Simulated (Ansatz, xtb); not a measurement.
Process, species as SMILES: C=COC(F)(F)F + 7 [H][H] (H2) -> 3 C (CH4) + 3 F (HF) + O (H2O)
Each molecule is optimised on its own at B3LYP-D3(BJ)/def2-TZVP (Ansatz, a quantum-chemistry and plane-wave program), one conformer each, not searched for the lowest.
Geometry of the first species:
```xyz
10

C     -2.2349     0.1603    -0.0348
C     -1.4833    -0.9235     0.0330
O     -0.0991    -1.0123     0.0540
C      0.6759     0.0947     0.0027
F      1.9442    -0.3035     0.0392
F      0.4643     0.9238     1.0393
F      0.4895     0.8061    -1.1224
H     -1.8449     1.1647    -0.0849
H     -3.3073     0.0330    -0.0404
H     -1.8821    -1.9254     0.0829
```

Property: energy of full hydrogenation (electronic energy difference), in kcal/mol. Cores are frozen in the correlated levels unless marked. Spin-orbit coupling is left out. No relativistic terms. Basis-set limits of correlation are two-point, X^-3; Hartree-Fock from the larger set. The bracket is a focal-point correction in the basis named.

```tsv
level	program	energy of full hydrogenation (kcal/mol)
GFN1-xTB	xtb	-152.2
HF/6-31G*	Ansatz	-127.5
BLYP-D4/def2-TZVPD	Ansatz + dftd4	-132.5
r2SCAN-D3(BJ)/def2-TZVPD	Ansatz + dftd3	-134.2
B3LYP-D4/def2-TZVPD	Ansatz + dftd4	-140.1
PBE0/def2-TZVP	Ansatz	-142.6
BHLYP/def2-TZVPD	Ansatz	-150.0
HSE06-D4/def2-TZVPD	Ansatz + dftd4	-146.8
HSE06/def2-TZVPD	Ansatz	-149.0
LC-wPBE-D4/def2-TZVPD	Ansatz + dftd4	-147.8
wB97X-V/def2-TZVPD	Ansatz	-139.9
RPA@PBE/cc-pVQZ	Ansatz	-141.5
MP2/CBS(cc-pVTZ,cc-pVQZ)	Ansatz	-152.4
SCS-MP2/STO-3G	Ansatz	-50.1
SCS-MP2/6-31G	Ansatz	-131.8
SCS-MP2/cc-pVDZ	Ansatz	-131.8
CCSD/6-31G*	Ansatz	-100.1
CCSD(T)/6-31G*	Ansatz	-90.7
CCSD(T)/aug-cc-pVDZ	Ansatz	-156.0
RI-MP2/CBS(aug-cc-pVTZ,aug-cc-pVQZ)+[CCSD(T)-MP2]/aug-cc-pVDZ	Ansatz	-147.0
CCSD(T)/CBS(cc-pVTZ,cc-pVQZ)	Ansatz	-147.4
```
